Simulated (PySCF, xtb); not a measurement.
B(H)(NHMe)2 (C2H9BN2), SMILES CNBNC.

GFN2-xTB (xtb) at its own geometry gives an orbital gap of 6.10 eV and a dipole moment of 1.40 D.

Coordinates come from a PBE0-D3(BJ)/def2-SVP optimisation. This is a generated structure with no PubChem entry under its InChIKey; it may be hypothetical. One conformer was computed; it need not be the lowest.

Task: What does PBE/def2-TZVP (PySCF) give? (Estimate from the structure and the level; the computed values follow.)

Result: gap 5.23 eV (levels -4.95 and 0.28 eV), dipole 1.32 D.
